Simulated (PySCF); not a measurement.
Compound: C5H10ClFSi (charge +1 and doublet state).
Geometry (GFN2-xTB, Å), atoms numbered from 1 in this order:
```xyz
18
C5H10ClFSi angstrom
C     -0.6689   -1.9200   -0.6706
C     -0.1047   -0.7831    0.1357
C      1.2227   -0.6468    0.1907
Si     2.2671    0.9830    0.4754
Cl     1.4350    1.9798    1.9969
C     -1.0966    0.2077    0.6533
C     -1.4245    1.2105   -0.4602
F     -0.2747    1.8569   -0.8345
H     -0.1426   -2.8433   -0.4376
H     -0.5364   -1.7394   -1.7381
H     -1.7314   -2.0419   -0.4781
H      1.8684   -1.4845   -0.0264
H      3.5017    0.3408    0.9394
H      2.3403    1.7152   -0.7740
H     -2.0249   -0.2796    0.9501
H     -0.6904    0.7443    1.5107
H     -2.1168    1.9719   -0.0876
H     -1.8321    0.7349   -1.3568
```

The hyperfine couplings belong to this conformer and change with its torsions.

As a line formula: `FCC[C+]([CH][SiH2]Cl)C` [radical] (charge +1).

Computed, not measured: UKS B3LYP, pcH-1 on C Cl F H Si, non-relativistic, mean-field spin-orbit, GIAO (PySCF 2.14.0). The structure is a single GFN2-xTB conformer in the gas phase; no vibrational or solvent corrections. GFN2-xTB frequencies show an imaginary mode (135i cm⁻¹), so this geometry is no minimum at that level. The geometry wasn't refined by DFT: couplings that depend on bond lengths, twists or pyramidal angles can differ widely from those at the functional's own minimum, by a factor of two or more for some ions and for spin on atoms past the first row. The frame is twisted about the C2–C3 bond at this geometry (dihedral C6–C2–C3–Si4 = -18°); couplings at other torsion angles weren't computed. The SCF solution wasn't tested for stability.

Principal values of hyperfine tensors in MHz (contact, dipolar and spin–orbit terms together), for some of the nuclei:

| atom | isotope | A1 | A2 | A3 |
| --- | --- | --- | --- | --- |
| H13 | 1H | 74.24 | 75.94 | 80.63 |
| H10 | 1H | 48.97 | 50.65 | 64.85 |
| C3 | 13C | -0.43 | 3.87 | 147.15 |
| H11 | 1H | 24.77 | 28.15 | 34.58 |
| H17 | 1H | 22.34 | 23.88 | 29.63 |
| Si4 | 29Si | 12.67 | 24.31 | 26.06 |
| C7 | 13C | 12.03 | 12.09 | 28.45 |
| H12 | 1H | -6.66 | 8.46 | 42.88 |

**Question.** Give the isotropic coupling of each nucleus in MHz and in mT (g = 2.0062), and the anisotropic part.

**Answer.** a_iso is a third of the trace, T = A − a_iso, and a(mT) = a(MHz)/(g × 13.996). The tensors hold a spin–orbit part: the run splits a_iso into a_FC + a_SO, and T includes its anisotropic share.

```
atom  a_iso (MHz)   a_FC   a_SO  a_iso (mT)      T1      T2     T3
 H13        76.93  76.93   0.00       2.740   -2.70   -1.00   3.69
 H10        54.82  54.82   0.00       1.952   -5.86   -4.18  10.03
  C3        50.20  50.16   0.04       1.788  -50.62  -46.33  96.95
 H11        29.17  29.16   0.00       1.039   -4.39   -1.02   5.41
 H17        25.28  25.28   0.00       0.900   -2.95   -1.40   4.34
 Si4        21.02  21.25  -0.23       0.748   -8.34    3.30   5.04
  C7        17.52  17.50   0.02       0.624   -5.50   -5.43  10.93
 H12        14.89  14.88   0.02       0.530  -21.56   -6.43  27.99
```

**Question.** What spin density at the nucleus of H11 lies behind its contact coupling (g_N = 5.58569)?

**Answer.** a_FC = 800.24 MHz bohr³ × g_N × ρ(0)/(2S). With a_FC = 29.16 MHz and 2S = 1, ρ(0) = 0.006525 bohr⁻³. In magnitude that is 2.0 % of the 1/π = 0.318 of a free hydrogen atom.

**Question.** H9 (1H, g_N = 5.58569) isn't in the table. Its spin density at the nucleus is 0.00884 bohr⁻³. What is its contact coupling?

**Answer.** By the same relation, a_FC = 39.5 MHz. Its full tensor has the principal values 34.23, 40.53, 43.77 MHz.

**Question.** Which nucleus of the table has the largest anisotropic coupling, and what is its form?

**Answer.** C3: -50.6, -46.3, 96.9 MHz, nearly axial, close to the ratio −1:−1:+2, the form that spin in one p orbital centred on that nucleus gives.

**Question.** What first-order splitting does H13 cause when the field lies along A1, A2 or A3 of its tensor (g taken as isotropic, no quadrupole term)?

**Answer.** 2 lines (I = 1/2), spaced by |A_i|/(g × 13.996): 2.64, 2.70, 2.87 mT along the axes of A1, A2 and A3.

The run took 4.4 min wall (with the writing of density and orbital grids) on one thread of an AMD EPYC, shared host with 64 logical CPUs at a one-minute load of 59, and the process peaked at 1.2 GiB of memory.
